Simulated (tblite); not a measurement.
Record of a relaxation.

Compound: C₄H₁₂GeOSe.
Numbering: `[CH3:1][CH2:2][GeH2:3][CH2:4][Se@@:5]([CH3:6])=[O:7]` (hydrogens: H8, H9, H10 on C1; H11, H12 on C2; H13, H14 on Ge3; H15, H16 on C4; H17, H18, H19 on C6)

Computed with GFN2-xTB (tblite), gas phase: L-BFGS steps from a force-field or distance-geometry start until the largest atomic force falls under 0.01 eV/Å. 5 of its 176 geometries are shown.

Step 0: E = -646.7060 eV, largest atomic force 2.959 eV/Å
```
atom  x, y, z in Å  |  force x, y, z in eV/Å
C1     -2.894    0.409   -0.189   -0.774   0.282  -0.284
C2     -2.331   -0.858    0.403   -0.204  -1.230   0.096
Ge3    -0.514   -0.583    1.050    0.145   0.351   1.219
C4      0.649   -0.531   -0.528    0.577  -1.243  -0.611
Se5     1.734    1.050   -0.288   -0.983   2.347   1.511
C6      3.598    0.562   -0.233    0.764  -0.715  -0.070
O7      1.400    2.218   -1.391    0.516  -1.378   0.019
H8     -2.049    1.068   -0.456   -0.707   0.049  -0.037
H9     -3.494    0.150   -1.097    0.449   0.529   0.689
H10    -3.571    0.879    0.555    0.588   0.054  -0.661
H11    -2.946   -1.260    1.232    0.093   0.082  -0.674
H12    -2.262   -1.617   -0.407   -0.169   0.088   0.607
H13    -0.048   -1.681    2.043   -0.050   0.333  -0.354
H14    -0.420    0.769    1.804    0.032  -0.507  -0.248
H15     0.065   -0.502   -1.454    0.322   0.023   0.072
H16     1.274   -1.457   -0.486   -0.263   0.730  -0.400
H17     3.944    0.273   -1.229    0.261   0.147   0.142
H18     4.170    1.418    0.198   -0.488  -0.502  -0.533
H19     3.686   -0.299    0.466   -0.110   0.562  -0.483
```

Step 44: E = -647.4959 eV, largest atomic force 0.065 eV/Å
```
atom  x, y, z in Å  |  force x, y, z in eV/Å
C1     -2.907    0.389   -0.241   -0.009   0.006  -0.010
C2     -2.345   -0.908    0.331   -0.016   0.015  -0.002
Ge3    -0.563   -0.634    1.154   -0.005  -0.003   0.037
C4      0.747   -0.369   -0.306    0.041   0.018  -0.033
Se5     1.734    1.326   -0.144    0.044   0.023   0.012
C6      3.538    0.536   -0.252   -0.026   0.027   0.036
O7      1.534    2.007   -1.579    0.004   0.017   0.004
H8     -2.175    0.882   -0.882   -0.024  -0.012   0.015
H9     -3.801    0.195   -0.832    0.011  -0.008   0.001
H10    -3.177    1.077    0.558    0.060  -0.013   0.002
H11    -3.039   -1.336    1.053   -0.020   0.015   0.024
H12    -2.226   -1.644   -0.468    0.001  -0.002  -0.005
H13    -0.086   -1.817    1.961   -0.042  -0.028   0.024
H14    -0.528    0.543    2.090   -0.011   0.004  -0.025
H15     0.252   -0.290   -1.273   -0.018  -0.019  -0.037
H16     1.469   -1.180   -0.346    0.031  -0.034  -0.031
H17     3.650    0.126   -1.256   -0.011  -0.009   0.060
H18     4.267    1.329   -0.093   -0.022   0.041  -0.046
H19     3.647   -0.221    0.518    0.012  -0.037  -0.025
```

Step 88: E = -647.5143 eV, largest atomic force 0.073 eV/Å
```
atom  x, y, z in Å  |  force x, y, z in eV/Å
C1     -2.863    0.422   -0.275    0.028  -0.015   0.026
C2     -2.389   -0.890    0.340    0.004   0.011   0.029
Ge3    -0.564   -0.731    1.099   -0.036  -0.057   0.017
C4      0.784   -0.450   -0.327    0.040   0.058  -0.020
Se5     1.681    1.290   -0.088   -0.003  -0.022   0.014
C6      3.521    0.607   -0.224   -0.005   0.009  -0.003
O7      1.460    2.035   -1.488   -0.024  -0.023  -0.005
H8     -2.176    0.762   -1.049   -0.016  -0.019  -0.028
H9     -3.853    0.302   -0.714    0.031   0.032  -0.015
H10    -2.915    1.201    0.484   -0.018  -0.003   0.015
H11    -3.071   -1.198    1.133   -0.026   0.009   0.005
H12    -2.403   -1.682   -0.412    0.050   0.018   0.006
H13    -0.150   -1.961    1.873   -0.028  -0.009  -0.002
H14    -0.481    0.410    2.078    0.004   0.000  -0.020
H15     0.331   -0.389   -1.316   -0.030  -0.005  -0.024
H16     1.543   -1.228   -0.336    0.004  -0.014   0.017
H17     3.603    0.076   -1.171    0.004   0.002  -0.037
H18     4.177    1.473   -0.232    0.049   0.035  -0.003
H19     3.756   -0.039    0.615   -0.028  -0.006   0.029
```

Step 131: E = -647.6157 eV, largest atomic force 0.057 eV/Å
```
atom  x, y, z in Å  |  force x, y, z in eV/Å
C1     -2.259    0.660   -0.358    0.001   0.010  -0.005
C2     -2.369   -0.663    0.389    0.016   0.024  -0.007
Ge3    -0.622   -1.206    1.142   -0.012  -0.005  -0.005
C4      0.851   -0.836   -0.130   -0.001   0.006   0.000
Se5     1.151    1.109   -0.208    0.012  -0.035  -0.021
C6      3.110    1.012   -0.309   -0.022  -0.005  -0.009
O7      0.754    1.516   -1.705   -0.001   0.004  -0.036
H8     -1.596    0.569   -1.218   -0.037  -0.001   0.009
H9     -3.234    0.991   -0.710    0.006  -0.007  -0.006
H10    -1.847    1.439    0.285   -0.004   0.028   0.050
H11    -3.101   -0.585    1.194   -0.002   0.017   0.024
H12    -2.726   -1.441   -0.287    0.002  -0.036  -0.039
H13    -0.563   -2.672    1.503    0.000  -0.002   0.012
H14    -0.297   -0.453    2.405    0.004  -0.011   0.001
H15     0.621   -1.146   -1.149    0.007  -0.002  -0.002
H16     1.775   -1.308    0.194    0.015  -0.009  -0.003
H17     3.343    0.489   -1.235    0.014  -0.009   0.020
H18     3.481    2.034   -0.366    0.012   0.006   0.010
H19     3.520    0.502    0.556   -0.011   0.028   0.007
```

Step 175: E = -647.6552 eV, largest atomic force 0.008 eV/Å
```
atom  x, y, z in Å  |  force x, y, z in eV/Å
C1     -2.279    0.784   -0.181    0.000  -0.006   0.002
C2     -2.321   -0.636    0.369    0.002  -0.002  -0.003
Ge3    -0.572   -1.205    1.095   -0.002  -0.004   0.002
C4      0.866   -0.944   -0.239   -0.002  -0.004   0.002
Se5     1.082    0.985   -0.562    0.002   0.003  -0.002
C6      3.011    1.059   -0.235   -0.005   0.002  -0.003
O7      0.968    1.125   -2.156   -0.004   0.004  -0.006
H8     -1.558    0.860   -0.998    0.000   0.004  -0.001
H9     -3.254    1.079   -0.565    0.007   0.001   0.002
H10    -1.989    1.493    0.595   -0.003  -0.006  -0.004
H11    -3.079   -0.713    1.152    0.003   0.005  -0.002
H12    -2.610   -1.330   -0.423   -0.001   0.001   0.003
H13    -0.567   -2.656    1.515    0.003  -0.001   0.002
H14    -0.189   -0.416    2.319    0.000   0.001   0.000
H15     0.616   -1.373   -1.210   -0.007   0.001   0.001
H16     1.818   -1.349    0.097   -0.002   0.002  -0.001
H17     3.489    0.391   -0.949    0.001  -0.005   0.001
H18     3.331    2.083   -0.421    0.004   0.001   0.004
H19     3.228    0.773    0.789    0.003   0.003   0.005
```

Task: Summarise the path.

Result: The energy falls by 91.59 kJ/mol from step 0 to step 175; nine tenths of that is first reached at step 114. It falls at every step. The largest force goes from 2.959 to 0.008 eV/Å. Among the bonds Ge3–H14 changes most, from 1.550 to 1.506 Å; the atoms move by 0.966 Å rms after alignment.

What follows is the cost of the whole relaxation. Hardware: an Arm Neoverse N1 with one thread, on a shared host. Cost: 2.5 s.
